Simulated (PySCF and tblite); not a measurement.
The numbers below are computed, except where a source is named.
System: C6H11NO, numbered as in [CH3:1][NH:2]/[C:3]([CH3:4])=[CH:5]/[C:6]([CH3:7])=[O:8].

Motion: rotation about the C3–C5 bond (torsion N2–C3–C5–C6 from 179° to 351°, rising). GFN2-xTB gives an electronic barrier of 36.4 kcal/mol and a reaction energy of 2.8 kcal/mol.

PBE0/pcSseg-1 + D3(BJ) on GFN2-xTB geometries gives 35.6 kcal/mol and k(298 K) = 1.4×10⁻¹² s⁻¹.

Task: What does PBE0/6-31++G** + D3(BJ) give on GFN2-xTB geometries?

Result: A barrier of 34.5 kcal/mol, 1.1 below the first DFT barrier (from unrounded values), a reaction energy of 4.4 kcal/mol and, with GFN2-xTB thermal terms, ΔG‡(298 K) = 32.9 kcal/mol and k = 9.2×10⁻¹² s⁻¹ (2 equivalent paths).

Programs: tblite and PySCF.
